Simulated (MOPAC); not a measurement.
Job for MOPAC: AM1 on CH9NSi (a complex), monomers drawn apart or pushed together.

```
AM1 1SCF PRECISE CHARGE=0 THREADS=1
CH9NSi

N      0.41452016 1    -0.62546238 1    -0.36335327 1
H      1.29003088 1    -0.52808686 1     0.13769779 1
H     -0.09299095 1     0.24524254 1    -0.25634220 1
H     -0.12212494 1    -1.34702964 1     0.10398364 1
C     -0.36280748 1     0.51110966 1     4.61775029 1
Si    -0.08120886 1     0.09936964 1     2.80989525 1
H     -0.93493586 1    -0.27620291 1     5.11205220 1
H     -0.91585758 1     1.44641453 1     4.72238699 1
H      0.58677278 1     0.61989977 1     5.14499616 1
H      0.67043916 1    -1.17209316 1     2.67510059 1
H      0.69600366 1     1.17370601 1     2.14547515 1
H     -1.37561032 1    -0.04622294 1     2.10064078 1
```

Output:

```
*******************************************************************************
 **                                                                           **
 **                              MOPAC v23.2.5                                **
 **                                                                           **
 *******************************************************************************
 ** MOPAC's Digital Object Identifier: https://doi.org/10.5281/zenodo.6511958 **
 **                                                                           **
 ** Please cite the open-source release paper for use of this MOPAC version:  **
 ** J. E. Moussa and J. J. P. Stewart (2026)                                  **
 ** MOPAC: An open-source semiempirical molecular orbital program             **
 ** J. Open Source Softw., 11(119), 8025, https://doi.org/10.21105/joss.08025 **
 *******************************************************************************

                              AM1 CALCULATION RESULTS

 *******************************************************************************
 *  AM1        - The AM1 Hamiltonian to be used
 *
 *
 *
 *                 CHARGE ON SYSTEM = 0
 *
 *
 *
 *  PRECISE    - TIGHTER CRITERIA TO BE USED
 *  1SCF       - DO 1 SCF AND THEN STOP
 *  THREADS=1  - MULTI-THREADING NOT USED
 *  T=         - A TIME OF 172800.0 SECONDS REQUESTED
 *  DUMP=N     - RESTART FILE WRITTEN EVERY 7200.0 SECONDS REQUESTED
 *******************************************************************************
AM1 1SCF PRECISE CHARGE=0 THREADS=1
 CH9NSi

   ATOM   CHEMICAL          X               Y               Z
  NUMBER   SYMBOL      (ANGSTROMS)     (ANGSTROMS)     (ANGSTROMS)

     1       N          0.41452016  *  -0.62546238  *  -0.36335327  *
     2       H          1.29003088  *  -0.52808686  *   0.13769779  *
     3       H         -0.09299095  *   0.24524254  *  -0.25634220  *
     4       H         -0.12212494  *  -1.34702964  *   0.10398364  *
     5       C         -0.36280748  *   0.51110966  *   4.61775029  *
     6      Si         -0.08120886  *   0.09936964  *   2.80989525  *
     7       H         -0.93493586  *  -0.27620291  *   5.11205220  *
     8       H         -0.91585758  *   1.44641453  *   4.72238699  *
     9       H          0.58677278  *   0.61989977  *   5.14499616  *
    10       H          0.67043916  *  -1.17209316  *   2.67510059  *
    11       H          0.69600366  *   1.17370601  *   2.14547515  *
    12       H         -1.37561032  *  -0.04622294  *   2.10064078  *



          CARTESIAN COORDINATES

    NO.       ATOM           X           Y           Z

     1         N          0.4145     -0.6255     -0.3634
     2         H          1.2900     -0.5281      0.1377
     3         H         -0.0930      0.2452     -0.2563
     4         H         -0.1221     -1.3470      0.1040
     5         C         -0.3628      0.5111      4.6178
     6        Si         -0.0812      0.0994      2.8099
     7         H         -0.9349     -0.2762      5.1121
     8         H         -0.9159      1.4464      4.7224
     9         H          0.5868      0.6199      5.1450
    10         H          0.6704     -1.1721      2.6751
    11         H          0.6960      1.1737      2.1455
    12         H         -1.3756     -0.0462      2.1006

  H: (AM1): M.J.S. DEWAR ET AL, J. AM. CHEM. SOC. 107 3902-3909 (1985)
  C: (AM1): M.J.S. DEWAR ET AL, J. AM. CHEM. SOC. 107 3902-3909 (1985)
  N: (AM1): M.J.S. DEWAR ET AL, J. AM. CHEM. SOC. 107 3902-3909 (1985)
 Si: (AM1): M.J.S.DEWAR, C. JIE, ORGANOMETALLICS, 6, 1486-1490 (1987).

           Empirical Formula: C H9 N Si  =    12 atoms



      MOLECULAR POINT GROUP   :   C3v


      RHF CALCULATION, NO. OF DOUBLY OCCUPIED LEVELS = 11


 -------------------------------------------------------------------------------
 AM1 1SCF PRECISE CHARGE=0 THREADS=1
 CH9NSi



     1SCF WAS SPECIFIED, SO BFGS WAS NOT USED
     SCF FIELD WAS ACHIEVED


                              AM1 CALCULATION
                                                       MOPAC v23.2.5 Linux




          FINAL HEAT OF FORMATION =        -12.71085 KCAL/MOL =     -53.18219 KJ/MOL


          COSMO AREA              =        124.99 SQUARE ANGSTROMS
          COSMO VOLUME            =        112.30 CUBIC ANGSTROMS

          IONIZATION POTENTIAL    =         10.454431 EV
          HOMO LUMO ENERGIES (EV) =        -10.454  1.271
          NO. OF FILLED LEVELS    =         11
          MOLECULAR WEIGHT        =         63.1743         POINT GROUP:  C3v

          MOLECULAR DIMENSIONS (Angstroms)

            Atom       Atom       Distance
            H     8    N     1     5.65043
            H    10    H     3     2.72492
            H    12    H    11     2.40453


          SCF CALCULATIONS        =          1





   ATOM   CHEMICAL          X               Y               Z
  NUMBER   SYMBOL      (ANGSTROMS)     (ANGSTROMS)     (ANGSTROMS)

     1       N          0.41452016  *  -0.62546238  *  -0.36335327  *
     2       H          1.29003088  *  -0.52808686  *   0.13769779  *
     3       H         -0.09299095  *   0.24524254  *  -0.25634220  *
     4       H         -0.12212494  *  -1.34702964  *   0.10398364  *
     5       C         -0.36280748  *   0.51110966  *   4.61775029  *
     6      Si         -0.08120886  *   0.09936964  *   2.80989525  *
     7       H         -0.93493586  *  -0.27620291  *   5.11205220  *
     8       H         -0.91585758  *   1.44641453  *   4.72238699  *
     9       H          0.58677278  *   0.61989977  *   5.14499616  *
    10       H          0.67043916  *  -1.17209316  *   2.67510059  *
    11       H          0.69600366  *   1.17370601  *   2.14547515  *
    12       H         -1.37561032  *  -0.04622294  *   2.10064078  *

                             CARTESIAN COORDINATES

   1    N        0.414520160    -0.625462380    -0.363353270
   2    H        1.290030880    -0.528086860     0.137697790
   3    H       -0.092990950     0.245242540    -0.256342200
   4    H       -0.122124940    -1.347029640     0.103983640
   5    C       -0.362807480     0.511109660     4.617750290
   6   Si       -0.081208860     0.099369640     2.809895250
   7    H       -0.934935860    -0.276202910     5.112052200
   8    H       -0.915857580     1.446414530     4.722386990
   9    H        0.586772780     0.619899770     5.144996160
  10    H        0.670439160    -1.172093160     2.675100590
  11    H        0.696003660     1.173706010     2.145475150
  12    H       -1.375610320    -0.046222940     2.100640780


           Empirical Formula: C H9 N Si  =    12 atoms



      MOLECULAR POINT GROUP   :   C3v


                  EIGENVALUES
 -32.61181 -29.12082 -15.94527 -15.80516 -15.80483 -14.28562 -14.28561 -12.13878
 -11.99678 -11.99596 -10.45443   1.27144   1.32185   1.32247   1.87658   4.12199
   4.33587   4.33618   5.14295   5.90483   5.90513


              NET ATOMIC CHARGES AND DIPOLE CONTRIBUTIONS

  ATOM NO.   TYPE          CHARGE      No. of ELECS.   s-Pop       p-Pop
    1          N          -0.374127        5.3741     1.60857     3.76556
    2          H           0.125675        0.8743     0.87432
    3          H           0.125670        0.8743     0.87433
    4          H           0.125673        0.8743     0.87433
    5          C          -0.491301        4.4913     1.25361     3.23769
    6         Si           0.745305        3.2547     0.85729     2.39740
    7          H           0.089548        0.9105     0.91045
    8          H           0.089540        0.9105     0.91046
    9          H           0.089548        0.9105     0.91045
   10          H          -0.175171        1.1752     1.17517
   11          H          -0.175180        1.1752     1.17518
   12          H          -0.175180        1.1752     1.17518
 DIPOLE           X         Y         Z       TOTAL
 POINT-CHG.    -0.066     0.097     0.425     0.441
 HYBRID        -0.270     0.394     1.722     1.787
 SUM           -0.336     0.491     2.147     2.228


          ATOMIC ORBITAL ELECTRON POPULATIONS

     Atom    s        px        py        pz
    1  N   1.60857   1.08076   1.09534   1.58946
    2  H   0.87432
    3  H   0.87433
    4  H   0.87433
    5  C   1.25361   1.05294   1.05512   1.12963
    6 Si   0.85729   0.81417   0.81290   0.77033
    7  H   0.91045
    8  H   0.91046
    9  H   0.91045
   10  H   1.17517
   11  H   1.17518
   12  H   1.17518

 **********************
 *                    *
 * JOB ENDED NORMALLY *
 *                    *
 **********************




 == MOPAC DONE ==
```

The run finished.

Cost: about 0.020 core-seconds (a rough figure).
